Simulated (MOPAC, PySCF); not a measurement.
Stepwise substitution at one centre (B CH3-NH2). Isolated molecules, 0 K electronic values unless said otherwise. Strings in code marks are SMILES.

Quantity: redistribution energy (mixed species minus the weighted end members), in kcal/mol. Semi-empirical values (MOPAC) are differences of heats of formation.

Level 1: B3LYP-D3(BJ)/def2-TZVP (PySCF)
Level 2: PBE-D3(BJ)/def2-TZVP // B3LYP-D3(BJ)/def2-TZVP (PySCF)
Level 3: BP86/6-31G* // B3LYP-D3(BJ)/def2-TZVP (PySCF)
Level 4: PM3 // B3LYP-D3(BJ)/def2-TZVP (MOPAC)

```
species                               level 2  level 3  level 4
------------------------------------  -------  -------  -------
1 of 3 CH3 replaced by NH2: `CB(C)N`    -9.09    -9.97    -11.7
2 of 3 CH3 replaced by NH2: `NB(N)C`    -7.16    -7.77    -9.16
```

Task: What does level 1 give for each?

Result: 
- 1 of 3 CH3 replaced by NH2: `CB(C)N`: -8.64
- 2 of 3 CH3 replaced by NH2: `NB(N)C`: -6.76
